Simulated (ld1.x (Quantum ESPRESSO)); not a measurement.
# Before and after: RRKJ potential for arsenic

| Property | Result |
| --- | --- |
| Element | arsenic |
| Generator | ld1.x (Quantum ESPRESSO) 7.5 |
| Type | norm-conserving RRKJ (Kleinman–Bylander form) |
| Functional | BP86 |
| Relativity | scalar-relativistic |
| Frozen core | [Ar] |
| Valence charge | 15 |
| Reference configuration | 3d10 4s2 4p1 (charge +2) |
| Partial waves | 4p (bound): rc 1.70 bohr; 3d (bound): rc 0.95 bohr; 4s (bound): rc 1.55 bohr |
| Local potential | the s channel |
| Core correction | Bessel-smoothed model core inside 0.85 bohr |
| rho0 | 0.001 |

Change: all radii but the core radius scaled by about 1.28 (s 1.98, p 2.18, d 1.22 bohr).

Cutoffs: the cutoffs (Ry, on a coarse ladder) from which the occupation-weighted sum of valence levels, in a spherical-Bessel basis at the reference potential, stays within 10 and 1 mRy of its value at 400 Ry; they do not see the model core or the augmentation charge, which bear on the density cutoff. Errors are all-electron minus pseudo energies relative to the spin-unpolarised reference configuration.

Task: How do hardness, ghosts and transferability respond?

Result: The potential gets softer (260 Ry and 300 Ry → 160 Ry and 230 Ry); of the 7 tests that both files solve, the error grows in 2 and shrinks in 4 by more than 15 % and 0.3 meV (median size 5.0 → 4.0 meV); neither file shows a bound ghost. A larger radius leaves more room for a smooth pseudo-wave, so fewer plane waves are needed.

| quantity | base | changed |
| --- | --- | --- |
| cutoff, loose | 260 Ry | 160 Ry |
| cutoff, tight | 300 Ry | 230 Ry |
| loose cutoff by channel (10 mRy a level) | p 25 Ry, d 180 Ry, s 18 Ry | p 18 Ry, d 120 Ry, s 15 Ry |
| bound ghosts | none | none |
| error for 3d10 4s2 4p3, meV [ΔE -27.36 eV] | +5.0 | +1.9 |
| error for 3d10 4s2 4p2, meV [ΔE -18.08 eV] | +3.3 | +4.0 |
| error for 3d10 4s2 4p0, meV [ΔE 27.88 eV] | -1.8 | +7.2 |
| error for 3d9 4s2 4p3, meV [ΔE 23.60 eV] | -1202 | -586 |
| error for 3d9 4s2 4p4, meV [ΔE 12.76 eV] | -1279 | -670 |
| error for 3d10 4s2 4p2.5, meV [ΔE -23.74 eV] | +4.3 | +3.9 |
| error for 3d10 4s2 4p3.3, meV [ΔE -28.63 eV] | +5.1 | 0.0 |
